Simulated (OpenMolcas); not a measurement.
# A ladder of methods for CH5BO2 (SMILES COBO)

The species is CH5BO2 (9 atoms), meant as a singlet with charge 0. SMILES: `COBO`. The coordinates come from a PBE0-D4/def2-TZVP relaxation. This is one conformer, not always the lowest.

```xyz
9

C     0.2818    0.8019   -1.0574
O    -0.1135    0.4548    0.2510
B    -0.1349   -0.8341    0.6716
O    -0.5246   -1.1185    1.9385
H     0.5681   -0.0798   -1.6376
H     1.1314    1.4864   -1.0062
H    -0.5448    1.3075   -1.5617
H     0.1839   -1.7384   -0.0476
H    -0.7589   -0.3263    2.4322
```

Each level gives the dipole moment (D). The values are calculated.

| level | kind | program | value (D) | CPU time |
| --- | --- | --- | --- | --- |
| HF/cc-pVDZ | Hartree–Fock | OpenMolcas | 1.88 | 10 s |
| SVWN5/cc-pVDZ | LDA | OpenMolcas | 1.78 | 39 s |
| BLYP/cc-pVDZ | GGA | OpenMolcas | 1.70 | 48 s |
| revPBE/cc-pVDZ | GGA | OpenMolcas | 1.70 | 47 s |
| M06-L/cc-pVDZ | meta-GGA | OpenMolcas | 1.77 | 56 s |
| r2SCAN/cc-pVDZ | meta-GGA | OpenMolcas | 1.76 | 58 s |
| B3LYP/cc-pVDZ | global hybrid | OpenMolcas | 1.75 | 46 s |
| BHLYP/cc-pVDZ | global hybrid | OpenMolcas | 1.80 | 42 s |

The values span 1.70 to 1.88 D. Magnitudes only. CPU times are rough (shared hosts, several kinds of processor and program).
